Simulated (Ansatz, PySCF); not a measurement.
Gas-phase reaction in SMILES: CSB(C)C [dimethyl(methylsulfanyl)borane] → C[B]SC + [CH3] (CH3) (the B-C bond at the site shown breaks; other sites are not compared here)
Geometries: B3LYP-D3(BJ)/def2-TZVP minima from Ansatz (an electronic-structure program), one conformer each, not searched for the lowest. Frequencies are from Ansatz or PySCF.

Quantity: bond dissociation energy (enthalpy at 298 K, with B3LYP-D3(BJ) rigid-rotor harmonic-oscillator terms), in kcal/mol. Correlated levels leave the core frozen unless marked. UHF or UKS for open shells. Spin-orbit coupling is left out. Non-relativistic. CBS marks a two-point X^-3 extrapolation of the correlation energy; Hartree-Fock from the larger set.

```csv
level,program,bond dissociation energy (kcal/mol)
PBE-D4/def2-TZVPD,Ansatz + dftd4,___
PBE0/STO-3G,Ansatz,131.9
PBE0/def2-QZVPP,Ansatz,96.7
BHLYP/def2-TZVPD,Ansatz,93.8
HSE06/def2-TZVPD,Ansatz,___
CCSD/STO-3G,Ansatz,119.5
"CCSD(T)/CBS(cc-pV(T+d)Z,cc-pV(Q+d)Z)",Ansatz,101.3
```

Question: Complete the blanks.

Answer: 
- PBE-D4/def2-TZVPD, bond dissociation energy (kcal/mol): 98.6
- HSE06/def2-TZVPD, bond dissociation energy (kcal/mol): 96.8
